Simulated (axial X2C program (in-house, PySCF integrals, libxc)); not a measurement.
## Testing model relations on SeF⁻

A bond curve at the CCSD(T) level, with spin–orbit coupling, was computed with an axial X2C code built on PySCF integrals (basis Se dyall-acv3z [9s10p7d5f1g], F dyall-av3z [7s6p3d2f] (cores contracted in-house)) for the state Ω = 0 (closed shell). Its fit gives Re = 1.8580 Å, ωe = 536.5 cm⁻¹, ωexe = 2.92 cm⁻¹ and αe = 2.512e-03 cm⁻¹; the masses are 79.9165 and 18.9984 u. Two-component means X2C with spin–orbit coupling and atomic mean-field Coulomb and Gaunt terms.

Correlated methods: 14 electrons correlated (number of frozen shells: Se 3 s, 2 p, 1 d; F 1 s), 242 virtual spin orbitals or spinors in MP2, 90 natural virtuals in coupled cluster.

Find the reduced mass, Be and the force constant.

From the CCSD(T) values: μ = 15.3494 u. Be = 16.8576/(μ Re²) = 0.3181 cm⁻¹. k = 5.8918×10⁻⁷ μ ωe² = 2.6 mdyn/Å.

Estimate the centrifugal constant by the Kratzer relation.

D = 4Be³/ωe² = 4.47e-07 cm⁻¹.

A Morse curve ties αe to the other constants (Pekeris). How well does that hold?

αe(Morse) = 6Be²/ωe × (√(ωexe/Be) − 1) = 2.297e-03 cm⁻¹; the CCSD(T) curve gives 2.512e-03 cm⁻¹, a ratio of 0.91.

Give B0, the J = 1←0 line in GHz and the most populated J at 300 K (kT = 208.5 cm⁻¹).

B0 = Be − αe/2 = 0.3169 cm⁻¹; 2B0 = 19 GHz; J(max) ≈ √(kT/2B0) − 1/2 = 17.6, so J = 18.

Where do the fundamental and the first overtone lie?

ν(1←0) = ωe − 2ωexe = 530.7 cm⁻¹; ν(2←0) = 2ωe − 6ωexe = 1055.5 cm⁻¹.

The state is a single determinant with fixed occupations, the lowest that a limited PBE0 search found. CCSD and (T) use frozen natural virtuals with an MP2 correction for the truncation; (T) itself is uncorrected, so its De runs slightly low.
